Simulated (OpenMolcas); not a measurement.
Cr4+ with 6 ligands (ammonia) in octahedral coordination (S6) at 1.97 Å. Ligand basis ANO-RCC-VDZP.
```
Cr    0.0000    0.0000    0.0000
N     1.9700    0.0000    0.0000
H     2.3521    0.9457    0.0000
H     2.3521   -0.4729    0.8190
H     2.3521   -0.4729   -0.8190
N     0.0000    1.9700    0.0000
H     0.0000    2.3521    0.9457
H     0.8190    2.3521   -0.4729
H    -0.8190    2.3521   -0.4729
N    -1.9700    0.0000    0.0000
H    -2.3521   -0.9457    0.0000
H    -2.3521    0.4729   -0.8190
H    -2.3521    0.4729    0.8190
N     0.0000   -1.9700    0.0000
H     0.0000   -2.3521   -0.9457
H    -0.8190   -2.3521    0.4729
H     0.8190   -2.3521    0.4729
N     0.0000    0.0000    1.9700
H     0.9457    0.0000    2.3521
H    -0.4729    0.8190    2.3521
H    -0.4729   -0.8190    2.3521
N     0.0000    0.0000   -1.9700
H    -0.9457    0.0000   -2.3521
H     0.4729   -0.8190   -2.3521
H     0.4729    0.8190   -2.3521
```

```
Program             : OpenMolcas 26.06
Method              : SS-CASPT2, IPEA 0.25 Eh, imaginary shift 0.1 Eh (closed shells correlated: 3s 3p and the ligand valence shells)
Basis               : ANO-RCC-VDZP [5s4p2d1f]
Scalar Hamiltonian  : DKH2, point nucleus
Active space        : 2 electrons in 5 orbitals (3d)
State averaging     : 2S+1 = 3 even, 10 roots; 2S+1 = 1 even, 15 roots
Spin-orbit coupling : state interaction with AMFI integrals over the reference wave functions
```

Question: What is the spin-free ground state?

Answer: A state of multiplicity 3, 2-fold in its orbital part; it has the highest spin that d2 allows.

Question: Where is the first state of the same spin?

Answer: A 1-fold state lies at 181 cm-1 above the ground state. The two act as a nearly degenerate pair, with unquenched orbital momentum.

Question: What are the lowest two levels with spin-orbit coupling?

Answer: A 2-fold level with g = 0.00, 0.00, 1.71, then a 2-fold level 66 cm-1 above it. Their leading multiplicities are 3 (100 %) and 3 (100 %).

Question: What is χT at 300 K, and how does it compare with the textbook value?

Answer: The lowest level has 2S+1 = 3, for which the spin-only value is χT = S(S+1) / 2 = 1.000 cm3 K/mol (g = 2). The computed 0.773 at 300 K differs by -0.227, through orbital momentum, spin-orbit coupling and any other state in reach.

Roots that are degenerate in the reference are averaged as groups; the widest CASPT2 spread within a group is 61 cm-1 (the 2-fold group of multiplicity 3 near 44200 cm-1 above the lowest state of its run). Shifts and gaps below about the spread of the groups concerned are not significant. Over all roots computed the reference weight is 0.67 to 0.70; a low but even weight reflects the number of correlated electrons. An orbital doublet at a regular site is open to a Jahn-Teller distortion, which this geometry leaves out. The least metal-like active orbital is 72 % on the metal (Löwdin) and no ligand orbital is active, so the numbers are rough. Ligand-to-metal charge-transfer states are missing. With no ligand orbital active B as a rule stays too high, so bands that hang on it stand too high and its fall with covalency is understated. With one d shell and no ligand orbital active, 10Dq can be off by a tenth or more. No measured value stands beside these numbers; the geometry is a model, was not optimised and need not be the one that this ion takes.

With an even number of electrons the g values are those of a degenerate or nearly degenerate non-Kramers pair.
